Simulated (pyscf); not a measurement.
`[Cl][In]`, singlet

Gas-phase minimum from PySCF at ωB97X-D3(BJ)/def2-SVP, one conformer. 

```
Cl
In 1 2.4099
```

Properties at ωB97X-D3(BJ)/def2-SVP:

```
Property                                                                                                                         Value
---------------------------------------------------------------------------------------------------------------------  ---------------
Harmonic wavenumbers, unscaled                                                                                                343 cm⁻¹
Zero-point energy                                                                                                         0.5 kcal/mol
Rotational symmetry number                                                                                                           1
Entropy of this conformer at 298 K and 1 atm, rigid rotor and harmonic oscillator, modes under 100 cm⁻¹ raised to 100  247.5 J/(mol K)
Dipole moment                                                                                                                   3.17 D
```

Single-point totals, which compare only within one level (frozen core for MP2 and CC):

```csv
level,total energy (hartree)
ωB97X-D3(BJ)/def2-TZVP,-650.49931
PBE/def2-TZVP,-650.24818
r²SCAN/def2-TZVP,-650.47009
B3LYP-D3(BJ)/def2-TZVP,-650.52160
PBE0-D3(BJ)/def2-TZVP,-650.28092
M06-2X/def2-TZVP,-650.34626
ωB97M-D3(BJ)/def2-TZVP,-650.51016
HF/def2-TZVPP,-648.81177
MP2/def2-TZVPP,-649.26572
CCSD/def2-TZVPP,-649.27467
CCSD(T)/def2-TZVPP,-649.29106
```

The CCSD(T) − MP2 part came from Ansatz, without density fitting, on the same reference. The frozen core leaves the outer d or s,p core shells of the metals and heavy elements correlated in the MP2 and CC values, and def2-TZVPP describes them poorly, so these totals are far from the basis limit. Elements past Kr carry the def2 core potentials, without spin-orbit coupling.
